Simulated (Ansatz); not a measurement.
Harmonic frequencies (cm⁻¹) at PBE0-D4/def2-TZVP from Ansatz: 59, 104, 104, 209, 229, 229, 321, 488, 488, 707, 734, 734, 786, 872, 872, 2186, 2204, 2204.

Q: Which molecule is it?
A. `[F][Ge]([F])([F])[GeH3]`
B. `[CH3][GeH]([F])[Br]`
C. `C#[C][GeH2][Cl]`
D. `N#[C][GeH2][C]#N`

A: A.
